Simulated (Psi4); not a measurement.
CH3Cl, charge +1, doublet, geometry from GFN2-xTB (a state made from the parent by changing its charge; the spin is typed, not shown lowest). Base run: R2SCAN/pcseg-1 (Psi4 1.11).

Geometry (Å):
```xyz
5

C     -1.0827    -0.0211    -0.0320
Cl     0.6407     0.0125     0.0189
H     -1.4286    -0.6744    -0.8503
H     -1.4861    -0.4052     0.9199
H     -1.4804     0.9937    -0.1992
```
Charge +1, spin multiplicity 2.
Orbitals are unrestricted.
All else is at Psi4's defaults (density fitting).
Base energy -499.60371 Eh.

Each row names what was changed in the base input (with any setting that the change needs).

```json
[
 {"change": "base", "ΔE vs base (mEh)": "0.000", "SCF cycles": "29", "grid points": "107864", "basis functions": "47"},
 {"change": "scf_type = cd", "ΔE vs base (mEh)": "-0.093", "SCF cycles": "26", "grid points": "107864", "basis functions": "47"},
 {"change": "guess = sap", "ΔE vs base (mEh)": "0.000", "SCF cycles": "11", "grid points": "107864", "basis functions": "47"},
 {"change": "scf_type = dfdirj+cosx", "ΔE vs base (mEh)": "0.000", "SCF cycles": "30", "grid points": "107864", "basis functions": "47"},
 {"change": "e_convergence = 1e-10", "ΔE vs base (mEh)": "0.000", "SCF cycles": "32", "grid points": "107864", "basis functions": "47"},
 {"change": "d_convergence = 1e-10", "ΔE vs base (mEh)": "0.000", "SCF cycles": "35", "grid points": "107864", "basis functions": "47"},
 {"change": "dft_radial_points = 50", "ΔE vs base (mEh)": "-1.956", "SCF cycles": "28", "grid points": "73061", "basis functions": "47"},
 {"change": "dft_radial_scheme = multiexp", "ΔE vs base (mEh)": "0.060", "SCF cycles": "29", "grid points": "112627", "basis functions": "47"},
 {"change": "d_convergence = 1e-4", "ΔE vs base (mEh)": "-0.006", "SCF cycles": "8", "grid points": "107864", "basis functions": "47"},
 {"change": "d_convergence = 1e-8", "ΔE vs base (mEh)": "0.000", "SCF cycles": "32", "grid points": "107864", "basis functions": "47"},
 {"change": "dft_nuclear_scheme = stratmann", "ΔE vs base (mEh)": "0.001", "SCF cycles": "37", "grid points": "100247", "basis functions": "47"},
 {"change": "guess = sapgau", "ΔE vs base (mEh)": "0.000", "SCF cycles": "10", "grid points": "107864", "basis functions": "47"},
 {"change": "dft_spherical_points = 590", "ΔE vs base (mEh)": "0.003", "SCF cycles": "31", "grid points": "210483", "basis functions": "47"}
]
```

Open shells are given as the SCF converged; they aren't shown to be the lowest states, and a large step between rows can be another state.
